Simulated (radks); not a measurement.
Values are calculated unless marked as measured or tabulated.
Ba, configuration [Xe] 6s2. Code: a radial shooting solver on a logarithmic mesh with Libxc functionals. Model: scalar-relativistic Kohn-Sham, PBE, spin-polarised, spherical densities, point nucleus; hard spherical wall at 5 bohr.

Radial electron density D(r) = 4 pi r^2 rho(r):

```
   r/bohr * D(r) (the largest magnitude, 95.6, reaches the edge; | marks zero)
 0.004044 |            *
 0.004633 |              *
 0.005308 |                 *
  0.00613 |                    *
 0.007023 |                        *
 0.008046 |                           *
 0.009218 |                               *
  0.01056 |                                  *
   0.0121 |                                     *
  0.01386 |                                       *
  0.01588 |                                         *
   0.0182 |                                         *
  0.02101 |                                         *
  0.02408 |                                       *
  0.02758 |                                     *
   0.0316 |                                    *
   0.0362 |                                    *
  0.04148 |                                     *
  0.04752 |                                         *
  0.05445 |                                             *
  0.06238 |                                                  *
  0.07204 |                                                     *
  0.08253 |                                                      *
  0.09456 |                                                   *
   0.1083 |                                               *
   0.1241 |                                          *
   0.1422 |                                       *
   0.1629 |                                        *
   0.1866 |                                           *
   0.2138 |                                              *
    0.247 |                                             *
   0.2829 |                                       *
   0.3241 |                              *
   0.3714 |                     *
   0.4255 |                *
   0.4875 |               *
   0.5585 |                 *
   0.6398 |                  *
    0.733 |                *
   0.8466 |            *
   0.9699 |        *
    1.111 |      *
    1.273 |    *
    1.459 |   *
    1.671 |   *
    1.914 |  *
    2.193 | *
    2.513 | *
    2.902 |*
    3.325 |*
    3.809 |*
    4.364 *
```

D(r) has 4 maxima, at r = 0.0179, 0.0793, 0.224, 0.630 bohr, and minima at 0.0345, 0.148, 0.461 bohr, inside which lie 1.97, 11.18, 28.94 electrons.
